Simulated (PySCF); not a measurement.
Polarisability and C₆ of P (phosphorus, neutral)

[Ne] 3s1 3p3 4s1, high-spin 6S determinant (an excited configuration). All numbers are calculated (PySCF 2.14, scalar relativity by spin-free X2C-1e, in dyall-av3z (19s12p3d2f, 84 functions)). Coupled (time-dependent) response in atomic units; α is the mean over directions.

| method | mean α (bohr³) | C₆ (like pair) | S(−4) |
| --- | --- | --- | --- |
| UHF | 567.4 | 9255 | 412300 |
| PBE | 459.1 | 7053 | 250600 |
| PBE0 | 507.2 | 8134 | 307300 |
| B3LYP | 411.8 | 6036 | 200100 |

S(−4) is the Cauchy moment in α(ω) = α(0) + S(−4) ω² + …

α(iu) at B3LYP:

```csv
u (hartree),α(iu) (bohr³)
0,411.8
0.0500,190.0
0.100,79.13
0.200,30.40
0.300,18.34
0.500,9.741
0.750,5.537
1.00,3.543
1.50,1.792
2.00,1.081
3.00,0.5245
5.00,0.2125
```

A single London oscillator, α(iu) = α/(1 + u²/ω²), gives C₆ = (3/4) ω α². Matching the computed C₆ needs ω = 4 × 6036 / (3 × 411.8²) = 0.0475 hartree.

The outer electron is Rydberg-like, and this basis confines it to a smaller radius and binds it less than a complete one would.
